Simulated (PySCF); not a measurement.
Ligand exchange on a metal centre used in film growth or etching (Ti Br-H). Gas-phase values, no solvent.

The charge on the central atom (Mulliken) from two functionals at the same geometries (TPSS-D3(BJ)/def2-SVP), both in PySCF: PBE-D3(BJ)/def2-TZVP and B3LYP-D3(BJ)/def2-TZVP. B3LYP has the VWN-RPA correlation part, as in Gaussian. 

```json
[
 {"species": "0 of 4 Br replaced by H ([Ti(Br)4])", "B3LYP-D3(BJ)/def2-TZVP (e)": "0.95"},
 {"species": "2 of 4 Br replaced by H", "B3LYP-D3(BJ)/def2-TZVP (e)": "0.80"},
 {"species": "3 of 4 Br replaced by H ([Ti(Br)(H)3])", "B3LYP-D3(BJ)/def2-TZVP (e)": "0.71"},
 {"species": "4 of 4 Br replaced by H ([Ti(H)4])", "B3LYP-D3(BJ)/def2-TZVP (e)": "0.61"}
]
```

Q: What does PBE-D3(BJ)/def2-TZVP give for each?

A: 
- 0 of 4 Br replaced by H ([Ti(Br)4]): 0.83
- 2 of 4 Br replaced by H: 0.72
- 3 of 4 Br replaced by H ([Ti(Br)(H)3]): 0.64
- 4 of 4 Br replaced by H ([Ti(H)4]): 0.55
Over these rows, drawn at random from the members with no instability flagged (it was tested for open shells, ions and some series alone), PBE minus B3LYP-D3(BJ): mean -0.08 e, from -0.12 e to -0.06 e.
